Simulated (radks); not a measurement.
Results of a calculation; reference values are marked as such.
The nuclear charge of neutral titanium is varied continuously with 22 electrons held in [Ar] 3d2 4s2. Code: a radial shooting solver on a logarithmic mesh with Libxc functionals. Model: scalar-relativistic Kohn-Sham, r2SCAN, spin-polarised, spherical densities, finite nucleus; open shells are filled with parallel spins first; meta-GGA in the generalised Kohn-Sham scheme; Fermi nuclear charge, rms radius 3.5921 fm. By the Hellmann-Feynman theorem dE/dZ = E(electron-nucleus)/Z, the electronic potential at the nucleus (averaged over a nucleus of fixed radius). The scalar-relativistic energy here is not variational (the density holds large components alone), so the two differ by a part that grows with Z.

Z = 21.75: E (hartree) -830.87084; E(electron-nucleus)/Z (hartree) -90.8729; HOMO 3d; e(HOMO) (eV) -2.372; <r> HOMO (bohr) 1.728
Z = 22: E (hartree) -853.77453; E(electron-nucleus)/Z (hartree) -92.2504; HOMO 4s; e(HOMO) (eV) -4.243; <r> HOMO (bohr) 3.711
Z = 22.25: E (hartree) -877.02245; E(electron-nucleus)/Z (hartree) -93.6226; HOMO 4s; e(HOMO) (eV) -6.013; <r> HOMO (bohr) 3.475
Z = 22.5: E (hartree) -900.61350; E(electron-nucleus)/Z (hartree) -94.9910; HOMO 4s; e(HOMO) (eV) -7.954; <r> HOMO (bohr) 3.276
Z = 22.75: E (hartree) -924.54690; E(electron-nucleus)/Z (hartree) -96.3567; HOMO 4s; e(HOMO) (eV) -10.053; <r> HOMO (bohr) 3.107
Z = 23: E (hartree) -948.82210; E(electron-nucleus)/Z (hartree) -97.7206; HOMO 4s; e(HOMO) (eV) -12.303; <r> HOMO (bohr) 2.960

The central difference of E at Z = 22 is -92.303 hartree, to compare with the third column; the second derivative is -5.51 hartree.
